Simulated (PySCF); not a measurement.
Spectrum to structure. Level of theory: TDDFT B3LYP/def2-SVPD, vertical, gas phase, core orbitals frozen in the response (PySCF 2.14.0, density-fitted response routines). Geometries: PBE0-D3(BJ)/def2-SVP, one conformer each.

```json
{"state": "S1", "E (eV)": "6.40", "f": "0.037"}
{"state": "S2", "E (eV)": "6.61", "f": "0.015"}
{"state": "S3", "E (eV)": "7.05", "f": "0.022"}
{"state": "S4", "E (eV)": "7.12", "f": "0.022"}
{"state": "S5", "E (eV)": "7.30", "f": "0.044"}
{"state": "S6", "E (eV)": "7.42", "f": "0.011"}
{"state": "S7", "E (eV)": "7.61", "f": "0.010"}
{"state": "S8", "E (eV)": "7.64", "f": "0.054"}
{"state": "S9", "E (eV)": "7.83", "f": "0.0049"}
{"state": "S10", "E (eV)": "7.97", "f": "0.035"}
```

Triplets computed (Tamm–Dancoff): 5.96, 6.43, 6.65, 6.71 eV.

**Question.** Which candidate is it? All have the formula C4H9FOSi.
A. `CO[Si@@H]1CC[C@H]1F`
B. `[C@H]1(OCF)[SiH2]CC1`
C. `C=C(O[SiH3])[C@H](C)F`

**Answer.** B. Its S1 lies at 6.40 eV; the nearest of the others has S1 at 6.66 eV. S1 is HOMO→LUMO (93%). Löwdin shares by element: HOMO oxygen 31%, carbon 26% or more, silicon 16%, hydrogen 5% or more (atoms not listed hold the other 22%); LUMO silicon 30%, hydrogen 21% or more, carbon 11% or more (atoms not listed hold the other 38%). At the same level the other candidates give, for their lowest levels:
- `CO[Si@@H]1CC[C@H]1F`: 6.66 eV (f 0.017); 6.97 eV (f 0.007); 7.08 eV (f 0.052); 7.21 eV (f 0.006); 7.37 eV (f 0.004); T1 6.31 eV; HOMO -7.50, LUMO 0.10 eV
- `C=C(O[SiH3])[C@H](C)F`: 5.69 eV (f 0.002); 6.29 eV (f 0.018); 6.68 eV (f 0.175); 6.75 eV (f 0.022); 7.02 eV (f 0.027); T1 4.38 eV; HOMO -6.82, LUMO -0.21 eV

The values belong to the conformer `[F:1][CH2:2][O:3][C@@H:4]1[CH2:5][CH2:6][SiH2:7]1`: F1–C2–O3–C4 -66°, C2–O3–C4–C5 176°.

Without π bonds the low states are Rydberg-like; a valence basis with one diffuse set may place them up to an eV too high.
